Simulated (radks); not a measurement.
Results of a calculation; reference values are marked as such.
Fractional charge and spin in the 4p shell of rubidium: the spin-up occupation runs from 2 to 3 and the spin-down occupation from 2 to 3; the fullest corner is Rb, [Ar] 3d10 4s2 5s(up 0.5, down 0.5) 4p(up 3, down 3). Code: a radial shooting solver on a logarithmic mesh with Libxc functionals. Model: scalar-relativistic Kohn-Sham, PBE, spin-polarised, spherical densities, finite nucleus; Fermi nuclear charge, rms radius of each element as measured or else 0.836 A^(1/3) + 0.57 fm. Energy (eV) above the fullest corner. The planes named below are the two flat planes that join the four corners, with an edge along up + down = one added electron.

down \ up,2,2.5,3
2,53.652,35.833,20.902
2.5,35.833,21.140,9.180
3,20.902,9.180,0.000

Corners above the fullest one (they belong to Rb+ and the next ion): (up 3, down 2) 20.902 eV, (up 2, down 3) 20.902 eV, (up 2, down 2) 53.652 eV. With half an added electron in each spin the energy lies 0.239 eV from the planes, and with half an added electron in spin up alone -1.444 eV. The planes are only a guide here: the flat-plane condition holds for ground states with one frontier orbital, while this shell lies below other occupied shells, so the corners above the fullest one are inner-hole states and not the ground states of those ions.
